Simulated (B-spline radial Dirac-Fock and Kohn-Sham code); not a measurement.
Ca²⁺ 2p1/2: cross section and angular parameters

System: calcium as Ca²⁺, [Ne] 3s2 3p6; threshold 374.8 eV (orbital energy of the model). These are calculated numbers from an atomic code on a B-spline grid; the model is Dirac-Hartree-Slater photoionisation with a Latter tail; cross sections with all multipoles, angular parameters from the dipole term and its interference with E2.

For linearly polarised light dσ/dΩ = σ/(4π) [1 + β P₂(cos θ) + (δ + γ cos²θ) sin θ cos φ], with θ from the polarisation vector and φ the angle between the beam and the projection of the electron momentum on the plane normal to the polarisation.

```csv
hν (eV),σ (kb),β,γ,δ
387,746,0.773,-0.072,0.007
400,696,0.912,-0.074,0.007
403,687,0.938,-0.073,0.008
444,579,1.174,-0.051,0.011
485,475,1.296,-0.020,0.013
800,136,1.469,0.206,0.021
1080,59.2,1.432,0.355,0.028
1253.6,?,?,?,?
1270,37.3,1.392,0.435,0.032
1360,30.6,1.373,0.468,0.035
2150,7.66,1.203,0.683,0.058
2610,4.16,1.117,0.767,0.072
2984.4,2.71,1.055,0.823,0.084
4220,0.868,0.891,0.959,0.121
5250,0.415,0.789,1.040,0.150
6840,0.166,0.669,1.130,0.193
7440,0.124,0.633,1.158,0.208
7650,0.112,0.622,1.167,0.213
8270,0.0850,0.589,1.192,0.228
9251.7,0.0570,0.545,1.229,0.250
9790,0.0465,0.523,1.248,0.262
11600,0.0252,0.461,1.304,0.301
12000,0.0222,0.449,1.315,0.309
```

Question: Give the values at Mg Kα (1253.6 eV).

Answer: σ = 38.8 kb, β = 1.396, γ = 0.428, δ = 0.032.
